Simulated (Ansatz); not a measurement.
Ansatz (a first-principles code) input:
A basis named .json is the Basis Set Exchange file of that set.

Ansatz 0.2 input:
```yaml
crystal:
  periodic: [false, false, false]
  atoms:
    - {symbol: C, position_ang: [-2.32237429, -0.00011607, 1.56336001]}
    - {symbol: Si, position_ang: [-1.35052201, -0.50960324, 0.05908900]}
    - {symbol: C, position_ang: [-2.11059143, 0.14290282, -1.52075835]}
    - {symbol: O, position_ang: [0.18092430, 0.08788941, 0.27091613]}
    - {symbol: C, position_ang: [1.25398273, -0.18605441, -0.62994658]}
    - {symbol: Si, position_ang: [2.85338393, 0.47015213, 0.13672443]}
    - {symbol: H, position_ang: [-3.34312813, -0.38618352, 1.51419951]}
    - {symbol: H, position_ang: [-1.85910687, -0.38144045, 2.47480841]}
    - {symbol: H, position_ang: [-2.37533951, 1.08791189, 1.63970256]}
    - {symbol: H, position_ang: [-1.26520744, -1.99392914, -0.03869808]}
    - {symbol: H, position_ang: [-1.52490194, -0.14315688, -2.39699399]}
    - {symbol: H, position_ang: [-3.11850316, -0.25772774, -1.65501558]}
    - {symbol: H, position_ang: [-2.18088728, 1.23284045, -1.50128076]}
    - {symbol: H, position_ang: [1.34132620, -1.26409227, -0.81842736]}
    - {symbol: H, position_ang: [1.07777565, 0.29143474, -1.60175565]}
    - {symbol: H, position_ang: [2.74173559, 1.92893048, 0.36385140]}
    - {symbol: H, position_ang: [3.11060078, -0.21088576, 1.42585712]}
    - {symbol: H, position_ang: [3.98207299, 0.20510449, -0.79089543]}
basis:
  gaussian:
    orbitals: cc-pV_Q+d_Z.json
    fitting: {mean_field: def2-universal-jkfit, correlation: cc-pVQZ-RIFIT.json}
magnetization: {spin_polarized: false}
correlation: {method: mp2, electrons: outside_noble_gas}
```

Task: Predict the final energy.

Result: -774.58899 Eh (RI-MP2/cc-pV(Q+d)Z). The basis has 708 functions.
